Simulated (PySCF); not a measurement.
# Mn²⁺ (manganese, charge +2) across methods

[Ar] 3d4 4s1, high-spin 6D determinant (an excited configuration). Computed with PySCF 2.14 in x2c-TZVPPall with one added diffuse shell each of s, p, d, f type (7s6p5d3f1g, 80 functions), with scalar relativity by spin-free X2C-1e. The B2PLYP total includes its PT2 part (frozen core); its orbital energies are those of the SCF part.

| method | E (hartree) | mean ε 3p β (eV) | mean ε 3d α (eV) | mean ε 4s α (eV) | Σ⟨r²⟩ (bohr²) | ⟨S²⟩ |
| --- | --- | --- | --- | --- | --- | --- |
| PW91 | -1157.461 | -76.454 | -32.233 | -22.467 | 20.96 | 8.750 |
| r2SCANh | -1157.363 | -78.348 | -33.757 | -22.909 | 20.90 | 8.751 |
| M06 | -1157.348 | -79.752 | -34.588 | -23.231 | 20.91 | 8.750 |
| UHF | -1156.33613 | -86.965 | -42.114 | -25.070 | 20.97 | 8.751 |
| PBE | -1157.147 | -76.338 | -32.124 | -22.370 | 20.98 | 8.750 |
| B2PLYP | -1157.135 | -82.281 | -37.443 | -23.838 | 20.92 | 8.751 |
| r2SCAN | -1157.368 | -77.243 | -32.748 | -22.615 | 20.91 | 8.751 |
| PBE0 | -1157.187 | -79.397 | -34.811 | -23.140 | 20.92 | 8.750 |
| LDA | -1154.929 | -76.468 | -32.302 | -22.670 | 20.97 | 8.750 |
